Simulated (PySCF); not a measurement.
C3H7O2, SMILES CC(O)C[O], multiplicity 2. Geometry: PBE-D3(BJ)/def2-SVP. The isomer is the one that the SMILES or the coordinates give; other isomers of the formula were not compared. The values are those of a single conformer.

Computed equilibrium geometry at PBE-D3(BJ)/def2-SVP (PySCF confirms it by a frequency run) as a Z-matrix (one conformer of several):
```
C
H 1 1.1199
O 1 1.4231 2 111.10
H 3 0.9738 1 107.59 2 -63.70
C 1 1.5241 2 108.93 3 -125.59
H 5 1.1084 1 109.70 2 -62.91
H 5 1.1096 6 108.23 1 -121.96
H 5 1.1098 6 108.66 7 -117.47
C 1 1.5394 2 106.97 3 113.71
O 9 1.3382 1 117.56 2 64.39
H 9 1.1311 10 112.02 1 129.04
H 9 1.1369 11 99.48 10 -114.20
```
Charge 0, spin multiplicity 2.
